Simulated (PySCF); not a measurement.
Harmonic spectrum computed at PBE0 in the def2-TZVP basis family (core potentials from Rb on, PySCF, no spin–orbit coupling):

```tsv
symmetry	ω (cm⁻¹)	IR (km/mol)
b1	181	35.7
a1	206	12.1
b2	237	0.3
a1	649	28.1
b2	787	182
a1	980	23.9
```

**Question.** Which molecule gave it? In each, all ligands are bound to the one heavy central atom.
A. CoOF₂ (quartet)
B. CuOF₂ (quartet)
C. SiOF₂ (singlet)
D. RuOF₂ (triplet)
E. MoOF₂ (triplet)

**Answer.** A. It has C2v symmetry with Co–F 1.705 Å (×2), Co–O 1.567 Å.
